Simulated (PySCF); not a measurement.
H₂Se₂Zn. Atoms are numbered in the order given.

```xyz
5

Zn     0.0000     0.0000     0.0130
Se    -2.2565    -0.4813     0.0244
H     -2.4936     0.5377    -1.0202
Se     2.2565     0.4813     0.0242
H      2.4936    -0.5377    -1.0203
```
Charge 0, spin multiplicity 1.

Coordinates come from a B3LYP-D3(BJ)/def2-SVP optimisation. The structure was generated by enumeration; whether it is a known compound was not checked. One conformer was computed; it need not be the lowest.

Method: PySCF with PBE0/pcSseg-1.

GIAO shieldings, no solvent; atoms alike by connectivity are averaged. δ = σ(ref) − σ: ⁷⁷Se against Me2Se (σ = 1740.1 ppm); ¹H against TMS (σ = 31.56 ppm), references at their B3LYP-D3(BJ)/def2-TZVP geometries, non-relativistic.

```csv
nucleus,atoms,count,δ (ppm)
⁷⁷Se,"Se2, Se4",2,-529.4
¹H,"H3, H5",2,0.34
```
